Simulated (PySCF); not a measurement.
## Computed properties of C5H7N, SMILES C#C/C=N/CC

C5H7N, SMILES C(C)/N=C/C#C. The structure is a stationary point at B3LYP-D3(BJ)/def2-SVP. The structure was generated by enumeration; whether it is a known compound was not checked. The values are those of a single conformer. All values are computed for the isolated molecule unless a solvent is named; none is compared with measurement here.

**Structure.** All 33 harmonic modes at B3LYP-D3(BJ)/def2-SVP (PySCF) are real, so it is a minimum. With heavy atoms numbered as in [CH:1]#[C:2]/[CH:3]=[N:4]/[CH2:5][CH3:6], the shortest bond between them is C1–C2 at 1.213 Å and the longest C5–C6 at 1.528 Å.

**Vibrations.** The strongest infrared lines (harmonic, unscaled, degenerate partners summed) lie at 3469 cm⁻¹ (74 km/mol, H 86 %, C 14 %), 2952 cm⁻¹ (64 km/mol, H 94 %), 1725 cm⁻¹ (59 km/mol, C 54 %, N 42 %). The softest mode is at 94 cm⁻¹ and the zero-point energy is 66.5 kcal/mol.

**Electronic structure.** M06-2X/def2-TZVP (PySCF) places the frontier levels at -8.89 and -0.40 eV, a gap of 8.49 eV, and gives a dipole moment of 1.42 D and a mean polarisability of 69.9 bohr³. PBE/def2-TZVP (PySCF) at the same geometry gives -6.12 and -2.34 eV, so its gap is 4.71 eV narrower. An orbital gap is neither the optical nor the fundamental gap.

**Excitations.** TDA-M06-2X/def2-SVPD (PySCF) has S1 at 4.41 eV (281 nm, f = 0.001, dark); the most intense of the 10 singlets computed lies at 6.10 eV (f = 0.34). T1 (TDA) is at 3.73 eV, 0.68 eV under S1. TDA-PBE/def2-SVPD (PySCF) puts S1 at 4.08 eV. No vertical singlet excitation falls in the visible range (under 3.1 eV).

**NMR.** GIAO shifts at KT2/pcSseg-1 (PySCF) (non-relativistic, atoms alike by connectivity averaged): ¹³C from 21.2 to 137.6 ppm against TMS; ¹H from 1.6 to 7.7 ppm against TMS.
